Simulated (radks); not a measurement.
The numbers below are computed, except where a source is named.
Trend from Zr3+ to Cd3+: ionisation energy by Delta-SCF between NIST ground configurations, and size. Level of theory: scalar-relativistic Kohn-Sham, PBEsol, spin-unpolarised, spherical densities, finite nucleus; Fermi nuclear charge, rms radius of each element as measured or else 0.836 A^(1/3) + 0.57 fm (a radial shooting solver on a logarithmic mesh with Libxc functionals).

species  configuration  configuration of the ion  IE (eV)  NIST (eV)       kind  -e(HOMO) (eV)  outermost  <r> outermost (bohr)
Zr3+          [Kr] 4d1                      [Kr]   34.169     34.418       exp.    28.155 (4d)         4d                  1.83
Nb3+          [Kr] 4d2                  [Kr] 4d1   36.868      37.61       exp.    30.562 (4d)         4d                  1.71
Mo3+          [Kr] 4d3                  [Kr] 4d2   39.475       40.3  semi-emp.    32.881 (4d)         4d                  1.61
Tc3+          [Kr] 4d4                  [Kr] 4d3   42.010         41     theory    35.133 (4d)         4d                  1.52
Ru3+          [Kr] 4d5                  [Kr] 4d4   44.490         45     theory    37.334 (4d)         4d                  1.44
Rh3+          [Kr] 4d6                  [Kr] 4d5   46.925         42     theory    39.494 (4d)         4d                  1.37
Pd3+          [Kr] 4d7                  [Kr] 4d6   49.324         46     theory    41.622 (4d)         4d                  1.30
Ag3+          [Kr] 4d8                  [Kr] 4d7   51.695         49     theory    43.725 (4d)         4d                  1.25
Cd3+          [Kr] 4d9                  [Kr] 4d8   54.041         51     theory    45.807 (4d)         4d                  1.20

Reference values: NIST Atomic Spectra Database (exp. = measured, semi-emp. = semi-empirical, theory = theoretical value adopted there). Spin polarisation and multiplet splitting are left out, so open shells lie too high by an amount that depends on their filling.

Beside tabulated values, note that spin-unpolarised runs miss the spin-polarisation part of the exchange energy of open shells.
